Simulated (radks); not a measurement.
Q: La, 57 electrons, occupied as [Xe] 5d1 6s2. All-electron calculation, scalar-relativistic Kohn-Sham, r2SCAN, spin-polarised, spherical densities, finite nucleus; open shells are filled with parallel spins first (spin-orbit coupling, left out, can overturn this in heavy ions); meta-GGA in the generalised Kohn-Sham scheme; Fermi nuclear charge, rms radius 4.855 fm. Program: a radial shooting solver on a logarithmic mesh with Libxc functionals. Some entries of the table are withheld. Estimate them.

orbital  occ.  eigenvalue (hartree)  r(max) (bohr)
1s down     1             -1426.383        0.01608
1s up       1             -1426.383        0.01608
2s up       1             -227.7683        0.09089
2s down     1             -227.7667        0.09089
2p up       3             -204.0227        0.07314
2p down     3             -204.0217        0.07314
3s up       1             -48.98783         0.2600
3s down     1             -48.98755         0.2600
3p up       3             -41.36082         0.2546
3p down     3             -41.36040         0.2546
3d up       5             -30.41403         0.2104
3d down     5             -30.41303         0.2104
4s up       1             -10.00486         0.6084
4s down     1             -10.00293         0.6084
4p up       3              -7.50986         0.6352
4p down     3              -7.50815         0.6352
4d up       5              -3.88794         0.6715
4d down     5              -3.88618         0.6716
5s up       1              -1.47913            (1)
5s down     1              -1.46792            (2)
5p up       3                   (3)          1.591
5p down     3                   (4)          1.584
6s up       1                   (5)          3.825
6s down     1                   (6)          3.953
5d up       1              -0.12248          2.202
5d down     0              -0.09537          2.172

A: 
(1) 5s up r(max) (bohr): 1.414
(2) 5s down r(max) (bohr): 1.411
(3) 5p up eigenvalue (hartree): -0.86028
(4) 5p down eigenvalue (hartree): -0.84204
(5) 6s up eigenvalue (hartree): -0.14393
(6) 6s down eigenvalue (hartree): -0.12986
